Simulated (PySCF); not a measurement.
C6H9O3 (doublet state).
SMILES with atom numbers: `[CH3:1]/[CH:2]=[C:3]/[O:4][CH2:5][CH2:6][C:7](=[O:8])[OH:9]` (hydrogens: H10, H11, H12 on C1; H13 on C2; H14, H15 on C5; H16, H17 on C6; H18 on O9)

Geometry (GFN2-xTB, Å), atoms numbered from 1 in this order:
```
atom  x, y, z in Å
C1     3.488    0.606    0.137
C2     2.267   -0.010   -0.473
C3     1.188    0.658   -0.804
O4    -0.024    0.389   -1.225
C5    -0.648   -0.837   -0.822
C6    -2.157   -0.633   -0.840
C7    -2.589    0.234    0.323
O8    -2.146    0.168    1.437
O9    -3.554    1.088   -0.027
H10    3.754    0.080    1.053
H11    4.334    0.534   -0.546
H12    3.311    1.652    0.371
H13    2.374   -1.070   -0.731
H14   -0.352   -1.622   -1.529
H15   -0.312   -1.110    0.185
H16   -2.657   -1.599   -0.743
H17   -2.468   -0.160   -1.771
H18   -3.817    1.637    0.729
```

The hyperfine couplings belong to this conformer and change with its torsions.

Level of theory: UKS B3LYP, pcH-1 on C H O, non-relativistic, mean-field spin-orbit, GIAO in PySCF. One conformer (not necessarily the lowest) at the GFN2-xTB geometry, without solvent, vibrations or thermal averaging. A GFN2-xTB geometry isn't a minimum of the functional, and hyperfine couplings can be far from their values at a DFT geometry. The frame is twisted about the C2–C3 bond at this geometry (dihedral H13–C2–C3–O4 = 14°); couplings at other torsion angles weren't computed. The SCF solution wasn't tested for stability.

Computed for the main isotopes (class means, splittings of 0.05 mT or more): g = 2.0024; H13 1H +118.1 MHz (4.21 mT); H14/H15 1H +5.1 MHz (0.18 mT); H10/H11/H12 1H -3.9 MHz (0.14 mT); 24 first-order lines, 4.99 mT wide.

Task: What changes when 1H at H13 is replaced by 2H?

Result: The spin density stays the same (vibrational effects aside), so a scales with the nuclear g factor: 0.85744/5.58569 = 0.1535, so a goes from +118.1 to +18.1 MHz (0.647 mT). The spin goes from 1/2 to 1, so the 1:1 doublet becomes a 1:1:1 triplet. The spectrum then has 36 first-order lines over 2.07 mT.

Task: Give position and intensity of the satellites from 13C at C3.

Result: a = +432.1 MHz, or 15.42 mT in magnitude, and I = 1/2, so to first order each main line has two satellites, at ±7.71 mT. The isotope's abundance is about 1.07 %, shared among 2 lines, so each has 0.54 % of the main line's intensity. At 340 mT second-order shifts move them to lower field by up to 0.17 mT.

Task: Where do the 17O satellites of O4 appear, and how strong are they?

Result: a = -136.6 MHz, or 4.87 mT in magnitude, and I = 5/2, so to first order each main line has six satellites, at ±2.44, ±7.31, ±12.18 mT. The isotope's abundance is about 0.038 %, shared among 6 lines, so each has 0.0063 % of the main line's intensity. At 340 mT second-order shifts move them to lower field by up to 0.30 mT.

Nuclei that the bonding pattern makes equivalent are averaged, as if the motion that swaps them (rotation, inversion, ring flip) were fast. The three 1H nuclei of mean -3.9 MHz run from -7.7 to -1.6 MHz in the frozen geometry. The 1H value of +5.1 MHz is a mean of couplings from -2.6 to 12.8 MHz in this one geometry, not an average over conformers.
